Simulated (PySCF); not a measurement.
**Magnetisability: `CCS[C@@H](C#C)F`, C5H7FS**

Geometry:
```json
{"atom": "C1", "x (Å)": "2.092", "y (Å)": "1.250", "z (Å)": "0.037"}
{"atom": "C2", "x (Å)": "1.792", "y (Å)": "0.103", "z (Å)": "0.204"}
{"atom": "C3", "x (Å)": "1.381", "y (Å)": "-1.259", "z (Å)": "0.444"}
{"atom": "F4", "x (Å)": "1.397", "y (Å)": "-1.540", "z (Å)": "1.791"}
{"atom": "S5", "x (Å)": "-0.289", "y (Å)": "-1.610", "z (Å)": "-0.238"}
{"atom": "C6", "x (Å)": "-1.303", "y (Å)": "-0.419", "z (Å)": "0.712"}
{"atom": "C7", "x (Å)": "-1.571", "y (Å)": "0.858", "z (Å)": "-0.060"}
{"atom": "H8", "x (Å)": "2.378", "y (Å)": "2.245", "z (Å)": "-0.133"}
{"atom": "H9", "x (Å)": "2.051", "y (Å)": "-1.974", "z (Å)": "-0.047"}
{"atom": "H10", "x (Å)": "-0.778", "y (Å)": "-0.229", "z (Å)": "1.646"}
{"atom": "H11", "x (Å)": "-2.232", "y (Å)": "-0.948", "z (Å)": "0.929"}
{"atom": "H12", "x (Å)": "-0.639", "y (Å)": "1.368", "z (Å)": "-0.291"}
{"atom": "H13", "x (Å)": "-2.196", "y (Å)": "1.521", "z (Å)": "0.535"}
{"atom": "H14", "x (Å)": "-2.085", "y (Å)": "0.635", "z (Å)": "-0.992"}
```

The calculation used PySCF, GIAO OPBE/6-31G magnetisability, rotational g tensor and spin-rotation constants, non-relativistic, gas phase. Geometry: GFN2-xTB.

Task: How diamagnetic is it, and how anisotropic?

Result: Isotropic -1237 × 10⁻³⁰ J/T², or -74.5 × 10⁻⁶ cm³/mol; principal values -1303, -1232, -1175 × 10⁻³⁰ J/T², anisotropy 112 × 10⁻³⁰ J/T² (root of half the summed squared differences of the principal values). The susceptibility is in cgs units.

Task: Split it along the inertial axes a, b, c into diamagnetic and paramagnetic parts about the centre of mass, with the quadrupole moment.

Result: 
| axis | χ (10⁻⁶ cm³/mol) | diamagnetic (10⁻⁶ cm³/mol) | paramagnetic (10⁻⁶ cm³/mol) | summed x² of all electrons (Å²) | quadrupole Θ (D Å) |
| --- | --- | --- | --- | --- | --- |
| a | -74.2 | -559.4 | 485.2 | 132.8 | +1.91 |
| b | -77.8 | -718.2 | 640.4 | 95.4 | +2.39 |
| c | -71.5 | -968.4 | 896.9 | 36.4 | -4.29 |

Anisotropies 2χaa − χbb − χcc = +0.9 and 2χbb − χaa − χcc = -9.9 × 10⁻⁶ cm³/mol. Θ is traceless in Buckingham's convention.

Task: And the rotational g tensor?

Result: 
```tsv
axis	rotational constant (GHz)	g	nuclear part	electronic part
a	2.5183	-0.0116	0.5624	-0.5740
b	1.8855	-0.0058	0.5615	-0.5673
c	1.3489	-0.0056	0.5627	-0.5684
```
Asymmetric top; isotopes 12C, 19F, 1H, 32S; no vibrational averaging.
